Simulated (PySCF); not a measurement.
# A computed series MOCl

Computed with PySCF 2.14.0, PBE0, def2-SVP on the ligands, density fitting, scalar-relativistic core potentials, no spin-orbit coupling, vacuum. Each member is relaxed from one template within its symmetry. Distances are means of the shortest metal–ligand contacts, charges and spins Mulliken's. lcecp potentials hold a fixed number of 4f electrons in the core, out of states, spins and gaps.

```json
{"metal": "La", "basis on the metal": "lcecp-1-SVP with ECP46", "point group": "Cs", "M–O (Å)": "1.894", "M–Cl (Å)": "2.656", "charge on M (e)": "0.89", "dipole (D)": "7.71", "strongest infrared band, degenerate modes summed (cm⁻¹)": "823", "unstable modes (below −25 cm⁻¹)": "0"}
{"metal": "Bi", "basis on the metal": "def2-SVP with ECP60", "point group": "Cs", "M–O (Å)": "1.916", "M–Cl (Å)": "2.486", "charge on M (e)": "0.91", "dipole (D)": "4.68", "strongest infrared band, degenerate modes summed (cm⁻¹)": "332", "unstable modes (below −25 cm⁻¹)": "0"}
```

Q: Order these by the M–O distance, lowest first.
A. Er, lcecp-1-SVP with ECP57
B. Tb, lcecp-1-SVP with ECP54
C. Pr, lcecp-1-SVP with ECP48
D. Sm, lcecp-1-SVP with ECP51
E. Lu, lcecp-1-SVP with ECP60

A: E (1.794), A (1.799), B (1.821), D (1.843), C (1.870).

Q: What else do they give?

A: 
| metal | basis on the metal | point group | M–O (Å) | M–Cl (Å) | charge on M (e) | dipole (D) | strongest infrared band, degenerate modes summed (cm⁻¹) | unstable modes (below −25 cm⁻¹) |
| --- | --- | --- | --- | --- | --- | --- | --- | --- |
| Pr | lcecp-1-SVP with ECP48 | Cs | 1.870 | 2.616 | 0.84 | 7.61 | 828 | 0 |
| Sm | lcecp-1-SVP with ECP51 | Cs | 1.843 | 2.572 | 0.82 | 7.57 | 837 | 0 |
| Tb | lcecp-1-SVP with ECP54 | Cs | 1.821 | 2.530 | 0.82 | 7.51 | 847 | 0 |
| Er | lcecp-1-SVP with ECP57 | Cs | 1.799 | 2.491 | 0.80 | 7.41 | 856 | 0 |
| Lu | lcecp-1-SVP with ECP60 | Cs | 1.794 | 2.456 | 0.77 | 7.37 | 860 | 0 |

From La to Lu the M–O distance shrinks by 0.10 Å, the lanthanide contraction.

One start shape was tried for each, so a minimum needn't be the lowest isomer.
